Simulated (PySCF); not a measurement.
# Polarisability and C₆ of Yb²⁺ (ytterbium, charge +2)

[Xe] 4f14, closed-shell 1S. Computed with PySCF 2.14 in ANO-RCC-VTZP, with scalar relativity by spin-free X2C-1e. Coupled (time-dependent) response in atomic units; α is the mean over directions. The basis has no added diffuse functions, which lowers α and C₆.

```
method  mean α (bohr³)  C₆ (like pair)  S(−4)
  MN15           6.030           29.61  24.46
```

S(−4) is the Cauchy moment in α(ω) = α(0) + S(−4) ω² + …

α(iu) at MN15:

```json
{"u (hartree)": "0", "α(iu) (bohr³)": "6.030"}
{"u (hartree)": "0.0500", "α(iu) (bohr³)": "5.971"}
{"u (hartree)": "0.100", "α(iu) (bohr³)": "5.811"}
{"u (hartree)": "0.200", "α(iu) (bohr³)": "5.358"}
{"u (hartree)": "0.300", "α(iu) (bohr³)": "4.919"}
{"u (hartree)": "0.500", "α(iu) (bohr³)": "4.255"}
{"u (hartree)": "0.750", "α(iu) (bohr³)": "3.642"}
{"u (hartree)": "1.00", "α(iu) (bohr³)": "3.141"}
{"u (hartree)": "1.50", "α(iu) (bohr³)": "2.373"}
{"u (hartree)": "2.00", "α(iu) (bohr³)": "1.845"}
{"u (hartree)": "3.00", "α(iu) (bohr³)": "1.206"}
{"u (hartree)": "5.00", "α(iu) (bohr³)": "0.6311"}
```

For an ion, C₆ is the dispersion term alone; charge-induced terms of lower order in 1/R come first.

Spin-orbit coupling, which splits the p, d and f shells strongly at this Z, is absent.
